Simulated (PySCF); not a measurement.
**From computed data to an observable: chemical shift, span and skew from a shielding tensor**

F2H3NSi, SMILES N[SiH](F)F. Atoms are numbered in the order given.

```xyz
7

Si    -0.2150    -0.1194     0.2283
N      1.3914    -0.3068     0.7380
F     -0.5432    -0.8428    -1.1844
F     -0.5048     1.4440    -0.0652
H     -1.1421    -0.6525     1.2420
H      1.6602    -1.0295     1.3950
H      2.1843     0.0909     0.2473
```
Charge 0, spin multiplicity 1.

The structure is a stationary point at ωB97X-D3(BJ)/def2-SVP. Other conformers were not sampled.

GIAO shieldings from PBE0/pcSseg-1 (PySCF), non-relativistic, no solvent. The symmetric part of the tensor of F3 has the principal values 243.9, 292.9, 380.0 ppm. The same nucleus in CFCl3 has σ = 167.2 ppm at this level (PySCF, at its B3LYP-D3(BJ)/def2-TZVP geometry).

Q: Work out the isotropic shielding, the ¹⁹F shift against CFCl3, the span and the skew.

A: 
σ(iso) = (σ11 + σ22 + σ33)/3 = 305.6 ppm. δ = σ(ref) − σ(iso) = 167.2 − (305.6) = -138.4 ppm.
Span Ω = σ33 − σ11 = 136.1 ppm. Skew κ = 3(σ(iso) − σ22)/Ω = 0.28. Tumbling in solution averages the tensor to δ; in a static solid the shielding alone would spread this spin-1/2 line over Ω.
